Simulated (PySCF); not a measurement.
## UHF on Mg²⁺ (magnesium, charge +2)

Configuration: [Ne], closed-shell 1S. All numbers are calculated (PySCF 2.14, scalar relativity by spin-free X2C-1e, in cc-pVTZ-DK).

| Item | Value |
| --- | --- |
| Total energy | -199.134571 hartree |
| One-electron energy | -271.5080 hartree |
| Hartree (Coulomb) energy | 88.0894 hartree |
| Exchange energy | -15.7160 hartree |
| ⟨S²⟩ | 0.0000 |
| ⟨L²⟩ | 0.000 |
| Sum of ⟨r⟩ | 5.723 bohr |
| Sum of ⟨r²⟩ | 4.713 bohr² |
| Langevin diamagnetic susceptibility | -3.73 ×10⁻⁶ cm³/mol |
| Time after the integrals | 0.04 s of wall time on 1 thread of Neoverse-V2 (shared host) |

| shell | electrons | mean orbital energy (eV) | rms radius, mean of both spins (bohr) |
| --- | --- | --- | --- |
| 1s | 2 | -1356.8 | 0.151 |
| 2s | 2 | -122.40 | 0.754 |
| 2p | 6 | -81.832 | 0.767 |
